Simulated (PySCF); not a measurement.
HNaO, SMILES [OH][Na].

The structure is a stationary point at PBE0-D3(BJ)/def2-TZVPD. The isomer is the one that the SMILES or the coordinates give; other isomers of the formula were not compared.

Computed with PySCF with TDA-LC-ωPBE/def2-TZVPD.

Vertical excitations; the highest root listed may be one member of a degenerate set. The molecule is in vacuum. State labels are in the subgroup C2v.

| state | symmetry | energy (eV) | λ (nm) | f | main pairs |
|---|---|---|---|---|---|
| S1 | B1 | 3.95 | 314 | 0.026 | HOMO−1→LUMO, HOMO−1→LUMO+3 (degenerate set) |
| S2 | B2 | 3.95 | 314 | 0.026 | HOMO→LUMO, HOMO→LUMO+3 (degenerate set) |
| S3 | A2 | 5.58 | 222 | 0.000 | HOMO→LUMO+1, HOMO−1→LUMO+2, HOMO→LUMO+4, HOMO−1→LUMO+5 (degenerate set) |
| S4 | A1 | 5.58 | 222 | 0.000 | HOMO−1→LUMO+1, HOMO→LUMO+2, HOMO−1→LUMO+4, HOMO→LUMO+5 (degenerate set) |
| S5 | A2 | 5.59 | 222 | 0.000 | HOMO−1→LUMO+2 32 %, HOMO→LUMO+1 32 %, HOMO−1→LUMO+5 15 %, HOMO→LUMO+4 15 % |
| S6 | B2 | 5.62 | 221 | 0.050 | HOMO→LUMO+3, HOMO→LUMO+6, HOMO→LUMO+8, HOMO→LUMO (degenerate set) |
| S7 | B1 | 5.62 | 221 | 0.050 | HOMO−1→LUMO+3, HOMO−1→LUMO+6, HOMO−1→LUMO+8, HOMO−1→LUMO (degenerate set) |
| S8 | A1 | 5.92 | 209 | 0.026 | HOMO→LUMO+2 38 %, HOMO−1→LUMO+1 38 %, HOMO→LUMO+5 12 %, HOMO−1→LUMO+4 12 % |
| S9 | B1 | 6.87 | 181 | 0.004 | HOMO−1→LUMO+6, HOMO−1→LUMO+3, HOMO−1→LUMO, HOMO−1→LUMO+7 (degenerate set) |
| S10 | B2 | 6.87 | 181 | 0.004 | HOMO→LUMO+6, HOMO→LUMO+3, HOMO→LUMO, HOMO→LUMO+7 (degenerate set) |
| T1 | B2 | 3.81 | 325 | 0 | HOMO→LUMO, HOMO→LUMO+3, HOMO→LUMO+7 (degenerate set) |
| T2 | B1 | 3.81 | 325 | 0 | HOMO−1→LUMO, HOMO−1→LUMO+3, HOMO−1→LUMO+7 (degenerate set) |
| T3 | A1 | 5.36 | 231 | 0 | HOMO−1→LUMO+1 28 %, HOMO→LUMO+2 28 %, HOMO−1→LUMO+4 16 %, HOMO→LUMO+5 16 % |
| T4 | B2 | 5.44 | 228 | 0 | HOMO→LUMO+3 29 %, HOMO→LUMO+6 27 %, HOMO→LUMO+8 19 %, HOMO→LUMO 16 % |
Triplets are in the Tamm–Dancoff approximation.
